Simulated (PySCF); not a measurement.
# As²⁺: ionisation energy

As²⁺ [Ar] 3d10 4s2 4p1 (2P) → As³⁺ [Ar] 3d10 4s2 (1S), as a difference of total energies. Calculation: PySCF 2.14, in pcseg-2 (6s5p3d1f, 43 functions); the non-relativistic Hamiltonian (point nucleus). Correlated levels: valence: [Ar] 3d10 frozen. The calculations carry no spin-orbit coupling.

```csv
method,ionisation energy (eV)
UHF,27.432
LDA,28.216
BP86,28.197
MP2 (valence),27.682
SCS-MP2 (valence),27.671
CCSD (valence),27.759
CCSD(T) (valence),27.779
```

How much does correlation contribute at CCSD(T) (valence)?

27.779 − (27.432) = 0.347 eV, measured against UHF.

These non-relativistic numbers lack the scalar-relativistic shift.

The reference lies between the lowest fine-structure levels, while these numbers refer to the centres of the terms.

Errors of the correlated levels include the incompleteness of this basis and the frozen core.

For comparison: 28.349 ± 0.012 eV (measured; NIST Atomic Spectra Database, ionization energies).
